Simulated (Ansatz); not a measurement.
Species: SnBr, net charge 0, doublet state. 
Structure (B3LYP-D3(BJ)/def2-TZVP (Ansatz, an electronic-structure program) minimum search):
```xyz
2

Sn     0.0000     0.0000    -1.0486
Br     0.0000     0.0000     1.4979
```
Charge 0, spin multiplicity 2.

Wanted: atomisation energy (electronic, to ground-state atoms), in eV. Correlated levels leave the core frozen unless marked. UHF or UKS for open shells. No spin-orbit coupling. The frozen core is the preceding noble-gas configuration, with the filled d and f shells of earlier blocks. Past Kr the def2 sets carry scalar-relativistic core potentials. STO-3G rows are all-electron and non-relativistic. The coupled-cluster limit lacks core correlation, which all-electron functionals hold. CBS(X,Y): correlation extrapolated as X^-3; Hartree-Fock from the larger set.

```
level                            program  atomisation energy (eV)
------------------------  --------------  -----------------------
r2SCAN-D3(BJ)/def2-TZVPD  Ansatz + dftd3                     3.68
```

Question: What does CCSD(T)/CBS(def2-TZVPPD,def2-QZVPPD) (Ansatz) give?

Answer: 3.53 eV
